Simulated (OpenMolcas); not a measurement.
# Pt2+: moving or changing the point charges

Pt2+ among 6 point charges of -1.7 e arranged as a trigonal antiprism (D3d), 2.2 Å from the ion, with a polar angle of 49.3° against the regular 54.74°.
```
   0.0000    1.6669    1.4357  -1.70
  -1.4436   -0.8335    1.4357  -1.70
   1.4436   -0.8335    1.4357  -1.70
   0.0000   -1.6669   -1.4357  -1.70
   1.4436    0.8335   -1.4357  -1.70
  -1.4436    0.8335   -1.4357  -1.70
```

- Program: OpenMolcas 26.06
- Method: CASSCF
- Basis: ANO-RCC-VTZP [8s7p5d3f1g]
- Scalar Hamiltonian: DKH2, point nucleus
- Active space: 8 electrons in 5 orbitals (5d)
- State averaging: 2S+1 = 3 even, 10 roots; 2S+1 = 1 even, 15 roots
- Spin-orbit coupling: RASSI with atomic mean-field integrals over the reference wave functions

Runs around this geometry, states (labels of D3, the rotations of D3d). Energies in cm-1 above the lowest state or level, χT in cm3 K/mol.

```tsv
R (Å)	q (e)	Polar angle / regular	Ground state	First state of that spin	First gap with spin-orbit (degeneracies)	χT at 300 K	First state of another spin
2.2	-1.7	0.83	3A2	3E 7231	464.6 (1, 2)	1.949	1E 13628
2.2	-1.36	0.9	3A2	3E 5359	382.0 (1, 2)	2.286	1E 13353
2.2	-1.7	0.9	3A2	3E 6960	317.7 (1, 2)	2.227	1E 13700
2.42	-1.7	0.9	3A2	3E 4242	397.5 (1, 2)	2.363	1E 13202
```

Taking the first state of the same spin as R^-n, n = -ln(4242 / 6960) / ln(2.42 / 2.2) = 5.2 between the shortest and longest distance.

Scaling the charges by -1.36 / -1.7 = 0.80 scales the first state of the same spin by 5359 / 6960 = 0.77; with fixed orbitals a first-order splitting would follow the charge.

Without dynamic correlation the repulsion within the d shell is too large (B by tens of per cent), so at a given field states of lower spin stand too high. Real 4d8 and 5d8 ions are as a rule square planar and diamagnetic. Spin-orbit coupling mixes the spin-free states strongly: the lowest level takes only 67 % from its leading state, 3A2 (figures for R = 2.2, q = -1.36, ratio = 0.9; the like holds for R = 2.42, q = -1.7, ratio = 0.9). This is an electrostatic model: the charges have no orbitals. No measured value stands beside these numbers.
